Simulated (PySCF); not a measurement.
C5H12OSi2.
Numbering: `[CH:1]#[C:2][SiH2:3][O:4][SiH2:5][CH:6]([CH3:7])[CH3:8]` (hydrogens: H9 on C1; H10, H11 on Si3; H12, H13 on Si5; H14 on C6; H15, H16, H17 on C7; H18, H19, H20 on C8)

Level: PBE0/pcSseg-1 and B3LYP/def2-SVPD in PySCF, non-relativistic, on one gas-phase PBE0-D3(BJ)/def2-SVP geometry that isn't relaxed in the solvent. The solvent is an IEF-PCM continuum (cavity from Bondi-type radii × 1.2). The model holds no explicit solvent molecules, cavitation or dispersion.

Gas phase at PBE0/pcSseg-1: HOMO -7.90 eV, LUMO -0.54 eV, dipole 1.72 D.

Q: What does the continuum do to the energy, the frontier levels and the dipole at PBE0/pcSseg-1 in chloroform and dichloromethane?

A: 
```
        solvent      ε  E(solvent) − E(gas) (kcal/mol)  polarisation term (kcal/mol)  distortion of the solute (kcal/mol)  HOMO (eV)  LUMO (eV)  dipole (D)
     chloroform  4.711                           -2.13                         -2.28                                 0.15      -7.83      -0.51        2.05
dichloromethane   8.93                           -2.56                         -2.78                                 0.22      -7.83      -0.51        2.12
```

The first energy column is the sum of the next two and covers electrostatics alone. From chloroform to dichloromethane the lowering changes by a factor 1.21, Onsager's factor (ε − 1)/(2ε + 1) by 1.18 and ε itself by 1.9.

Q: Which radius a makes the point-dipole formula ΔE = −[(ε − 1)/(2ε + 1)]·μ²/a³ give the value in dichloromethane, with the gas-phase dipole?

A: μ = 0.677 au and |ΔE| = 0.00408 Eh give a = 1.91 Å; the farthest nucleus lies 4.09 Å from the centroid of the nuclei, so such a sphere wouldn't even hold the nuclei. The formula assumes a rigid point dipole at the centre of a sphere.

Q: Which Hirshfeld charges (PBE0/pcSseg-1) respond most in chloroform (means over atoms taken as equivalent)?

A: 
```json
{"atoms": "H9", "environment": "alkyne hydrogen", "gas (e)": "+0.103", "solvent (e)": "+0.114", "change": "+0.011"}
{"atoms": "C2", "environment": "alkyne carbon", "gas (e)": "-0.151", "solvent (e)": "-0.160", "change": "-0.009"}
{"atoms": "O4", "environment": "siloxane oxygen", "gas (e)": "-0.305", "solvent (e)": "-0.308", "change": "-0.003"}
{"atoms": "Si3", "environment": "oxygen-bound silicon", "gas (e)": "+0.423", "solvent (e)": "+0.421", "change": "-0.002"}
{"atoms": "H12/H13", "environment": "Si–H hydrogen", "gas (e)": "-0.085", "solvent (e)": "-0.087", "change": "-0.002"}
{"atoms": "Si5", "environment": "oxygen-bound silicon", "gas (e)": "+0.399", "solvent (e)": "+0.397", "change": "-0.002"}
{"atoms": "C1", "environment": "terminal alkyne carbon", "gas (e)": "-0.072", "solvent (e)": "-0.071", "change": "+0.001"}
{"atoms": "H15 (×6)", "environment": "methyl hydrogen", "gas (e)": "+0.038", "solvent (e)": "+0.039", "change": "+0.001"}
{"atoms": "H14", "environment": "methine hydrogen", "gas (e)": "+0.030", "solvent (e)": "+0.031", "change": "+0.001"}
{"atoms": "C6", "environment": "sp3 carbon bound to silicon", "gas (e)": "-0.111", "solvent (e)": "-0.110", "change": "+0.001"}
{"atoms": "C7/C8", "environment": "methyl carbon", "gas (e)": "-0.114", "solvent (e)": "-0.115", "change": "-0.001"}
{"atoms": "H10/H11", "environment": "Si–H hydrogen", "gas (e)": "-0.073", "solvent (e)": "-0.072", "change": "+0.001"}
```

Q: Which Mayer bond orders change most in chloroform?

A: 
| bond | length (Å) | gas | solvent | change |
| --- | --- | --- | --- | --- |
| C1–C2 | 1.217 | 2.556 | 2.535 | -0.021 |
| Si5–C6 | 1.883 | 0.885 | 0.891 | +0.006 |
| C1–H9 | 1.076 | 1.068 | 1.072 | +0.004 |
| Si3–O4 | 1.646 | 0.946 | 0.943 | -0.003 |
| O4–Si5 | 1.665 | 0.870 | 0.867 | -0.003 |
| Si3–H11 | 1.489 | 0.924 | 0.926 | +0.002 |
| Si5–H13 | 1.495 | 0.925 | 0.923 | -0.002 |
| C6–C8 | 1.528 | 1.028 | 1.027 | -0.001 |

Gas phase at B3LYP/def2-SVPD: HOMO -7.68 eV, LUMO -0.83 eV, dipole 1.62 D.

Q: What does the continuum do to the energy, the frontier levels and the dipole at B3LYP/def2-SVPD in chloroform?

A: 
```csv
solvent,ε,E(solvent) − E(gas) (kcal/mol),polarisation term (kcal/mol),distortion of the solute (kcal/mol),HOMO (eV),LUMO (eV),dipole (D)
chloroform,4.711,-1.86,-2.02,0.16,-7.60,-0.78,1.99
```

Q: How does the static polarisability (B3LYP/def2-SVPD, frozen core, with the continuum's full static response) change?

A: 
| medium | isotropic (au) | principal values (au) | ⟨r²⟩ of the electrons (bohr²) |
| --- | --- | --- | --- |
| gas | 112.5 | 98.9, 116.4, 122.1 | 1717.9 |
| chloroform | 138.5 | 124.8, 137.5, 153.3 | 1717.4 |

The isotropic value in chloroform is 1.23 times the gas-phase one; no cavity-field correction is applied. ⟨r²⟩ is taken about the centre of nuclear charge.

Shape of the structure used: `[CH:1]#[C:2][SiH2:3][O:4][SiH2:5][CH:6]([CH3:7])[CH3:8]`: C2–Si3–O4–Si5 4°, Si3–O4–Si5–C6 28°, O4–Si5–C6–C7 180°.
